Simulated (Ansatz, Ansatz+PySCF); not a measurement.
```
atom   x (Å)   y (Å)   z (Å)
  Fe  0.0000  0.0000  0.0000
  Cl  0.0000  0.0000  2.2630
```

Basis set: def2-SVP (spherical functions). Correlated methods keep 10 orbitals frozen. Charge 0, multiplicity 6.

Computed with Ansatz (development build ahead of 0.2.0); each method stands on the lowest determinant of its kind that the runs found. Restricted functionals stand beside restricted open-shell atoms, which can lie above the unrestricted atoms usual in DFT and then raise those values.

The atomization energy at this shape (free ground-state atoms in the same class of orbitals less the molecule, no zero-point energy) of sextet FeCl:

| method | atomization energy |
| --- | --- |
| ωB97X (unrestricted) | 3.09 eV |
| ωB97X (restricted open-shell) | 3.13 eV |
| r²SCAN (unrestricted) | 3.94 eV |
| PBE0 (unrestricted) | 3.60 eV |
| PBE0 (restricted open-shell) | 3.66 eV |
| PBE (unrestricted) | 3.76 eV |
| PBE (restricted open-shell) | 3.81 eV |
| UHF-MP2 | 3.29 eV |
| UHF | 2.91 eV |
| ROHF | 3.04 eV |

**Question.** What does r²SCAN (restricted open-shell) give?

**Answer.** 4.05 eV. Caution: other spin multiplicities were not run.
